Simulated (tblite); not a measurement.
C₂H₉GeNSi.
Atom-mapped SMILES: `[CH2:1]=[CH:2][SiH2:3][NH:4][GeH3:5]` (hydrogens: H6, H7 on C1; H8 on C2; H9, H10 on Si3; H11 on N4; H12, H13, H14 on Ge5)

Structure used (GFN2-xTB), in Å, numbered top down from 1:
```
atom  x, y, z in Å
C1    -1.7514   -0.6674    0.7884
C2    -1.7087    0.6535    0.7211
Si3   -0.4314    1.6398   -0.2596
N4     0.7392    0.6365   -1.0587
Ge5    2.0844   -0.2854   -0.2709
H6    -2.4937   -1.2073    1.3572
H7    -1.0285   -1.2781    0.2658
H8    -2.4585    1.2201    1.2612
H9    -1.0971    2.3829   -1.3369
H10    0.3191    2.5072    0.6526
H11    0.4281    0.2543   -1.9380
H12    2.9099   -0.8717   -1.3756
H13    1.6079   -1.3900    0.6338
H14    2.8799    0.6852    0.5374
```

Computed with GFN2-xTB (tblite): harmonic, unscaled wavenumbers at the GFN2-xTB geometry, gas phase. Errors from tens to a few hundred cm⁻¹ against measured bands are possible. Modes of hydrogen on germanium and silicon can be 10 to 20 % off. One conformer, not necessarily the lowest.

Harmonic wavenumbers (cm⁻¹): 50.8, 58.0, 96.6, 146.6, 168.0, 323.7, 365.4, 384.6, 501.4, 541.2, 556.1, 608.4, 659.5, 664.2, 746.6, 757.4, 774.7, 816.4, 849.8, 913.2, 917.8, 999.3, 1026.6, 1149.5, 1269.4, 1416.9, 1668.4, 1929.4, 2005.4, 2065.7, 2203.9, 2223.7, 3025.1, 3055.6, 3076.8, 3446.8.

A = 4403, B = 1226, C = 1026 MHz; mass 148.972 u (most abundant isotopes); point group C1, symmetry number 1.

Problem. What is the zero-point energy?

Solution. ½Σν̃ = 20731 cm⁻¹ = 59.27 kcal/mol.

Problem. What is S at 500 K and 1 bar for an ideal gas of classical rigid rotors and harmonic oscillators?

Solution. Translation 43.50, rotation 29.99, vibration 42.88: S = 116.4 cal/(mol K).

Problem. And Cp and H(500 K) − H(0)?

Solution. Cp = 47.14 cal/(mol K), of which vibrations give 39.19 (their classical limit is 36 R = 71.5); H(500 K) − H(0) = 14.69 kcal/mol without the zero-point energy, 10.71 from vibrations.

Problem. Which modes carry the vibrational entropy at 500 K?

Solution. 50.8 cm⁻¹: 5.81; 58.0 cm⁻¹: 5.55; 96.6 cm⁻¹: 4.54; 146.6 cm⁻¹: 3.72; 168.0 cm⁻¹: 3.45; 323.7 cm⁻¹: 2.20 cal/(mol K); the other 30 give 17.62 together.

Problem. How do the functions run with temperature in this model?

Solution. 
```json
{"T (K)": "50", "S (cal/(mol K))": "58.5", "Cp (cal/(mol K))": "13.2", "H − H(0) (kcal/mol)": "0.51", "G − H(0) (kcal/mol)": "-2.42", "ln q(vib)": "0.56"}
{"T (K)": "100", "S (cal/(mol K))": "69.0", "Cp (cal/(mol K))": "17.2", "H − H(0) (kcal/mol)": "1.28", "G − H(0) (kcal/mol)": "-5.62", "ln q(vib)": "1.76"}
{"T (K)": "298.15", "S (cal/(mol K))": "95.3", "Cp (cal/(mol K))": "34.3", "H − H(0) (kcal/mol)": "6.36", "G − H(0) (kcal/mol)": "-22.06", "ln q(vib)": "6.32"}
{"T (K)": "373.15", "S (cal/(mol K))": "103.7", "Cp (cal/(mol K))": "39.8", "H − H(0) (kcal/mol)": "9.15", "G − H(0) (kcal/mol)": "-29.53", "ln q(vib)": "8.01"}
{"T (K)": "750", "S (cal/(mol K))": "137.5", "Cp (cal/(mol K))": "56.9", "H − H(0) (kcal/mol)": "27.79", "G − H(0) (kcal/mol)": "-75.33", "ln q(vib)": "15.94"}
{"T (K)": "1000", "S (cal/(mol K))": "154.8", "Cp (cal/(mol K))": "63.2", "H − H(0) (kcal/mol)": "42.85", "G − H(0) (kcal/mol)": "-111.93", "ln q(vib)": "20.57"}
```

q(vib) and H(0) count from the zero-point level.

Problem. What must be added to the electronic energy to get the Gibbs energy at 500 K and 1 bar?

Solution. ZPE + [H(500 K) − H(0)] − T·S = 59.27 + 14.69 − 58.19 = 15.77 kcal/mol.

Hindered rotation and anharmonicity are outside this model. Other conformers, if any are populated, would add a mixing term that is left out. The structure is chiral; the term R ln 2 for an equal mix with its mirror image is left out.
